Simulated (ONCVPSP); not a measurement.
# What the settings do to the ONCV potential of cobalt (Co)

Base potential:

```json
{
 "Element": "cobalt",
 "Generator": "ONCVPSP 4.0.1",
 "Type": "optimised norm-conserving Vanderbilt (ONCV)",
 "Functional": "PBEsol",
 "Relativity": "scalar-relativistic",
 "Frozen core": "[Ne]",
 "Valence charge": "17",
 "Reference configuration": "3s2 3p6 3d7 4s1 (charge +1)",
 "Partial waves": "3s+4s: rc 1.20 bohr, ncon 4, nbas 8, qcut 8.5 1/bohr, 2 projectors; 3p: rc 1.05 bohr, ncon 3, nbas 6, qcut 12.3 1/bohr, 1 projector; 3d: rc 1.00 bohr, ncon 4, nbas 8, qcut 14.4 1/bohr, 2 projectors, debl 2.2 Ha",
 "Local potential": "polynomial inside 0.85 bohr (lpopt 5, dvloc0 0 Ha)",
 "Core correction": "none"
}
```

Cutoffs, loose and tight: the cutoffs (Ha) at which the residual kinetic energy of the hardest occupied pseudo-wave falls to 1 and 0.1 mHa per electron. They do not see the model core or the augmentation charge, which bear on the density cutoff. Test errors are all-electron minus pseudo excitation energies from the reference, over the configurations 3s2 3p6 3d7 4s2; 3s2 3p6 3d7 4s0; 3s2 3p6 3d6 4s0; 3s2 3p6 3d6 4s2 4p1. A dash means not determined; rows that change the core or the reference have their own tests.

```csv
change,outcome,"cutoff, loose","cutoff, tight",bound ghosts,GHOST(+) flags above zero,largest test error (meV)
base,generated,86 Ha,96 Ha,none,none,+37
p: qcut 9.5,generated,86 Ha,96 Ha,none,none,+35
p: qcut 11.5,generated,86 Ha,96 Ha,none,none,+38
p: qcut 13.5,generated,86 Ha,96 Ha,none,none,+34
p: qcut 15.8,generated,86 Ha,96 Ha,none,none,+32
p: qcut 18.2,generated,86 Ha,96 Ha,none,none,+30
```

Q: What comes out with this change to the base: p: qcut 7.6?

A: outcome: generated; cutoff, loose: 86 Ha; cutoff, tight: 102 Ha; bound ghosts: none; GHOST(+) flags above zero: none; largest test error (meV): +20.

Reading the sweep of the qcut of the p channel (base included, trends over the rows without a ghost): The loose cutoff stays near 86 Ha. The median size of the test errors (rows with all tests solved) stays near 0.8 meV.
